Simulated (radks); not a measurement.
Spherical jellium clusters: N electrons in a uniform positive sphere of charge N and radius rs N^(1/3), rs = 4.47 bohr. Calculated with a radial shooting solver with Libxc functionals: non-relativistic Kohn-Sham, PBE, spin-polarised, spherical densities. Levels are named by radial order and angular momentum (1s, 1p, 1d, 2s, ...), and open shells are averaged over m.

N = 5, configuration 1s2 1p(up 3, down 0). This is the lowest configuration that the search found. Occupied and some empty levels:

level    occupation  eigenvalue (eV)  <r> (bohr)
1s up             1          -3.9913       5.466
1s down           1          -3.3896       4.881
1p up             3          -2.8119       6.514
1p down           0          -1.9317       6.483
1d up             0          -1.3556       7.765
2s up             0         -0.87927       9.111

Energy (eV): total -8.61165, kinetic 7.6679, external -104.18, Hartree 51.086, exchange-correlation -16.582, background 53.400.
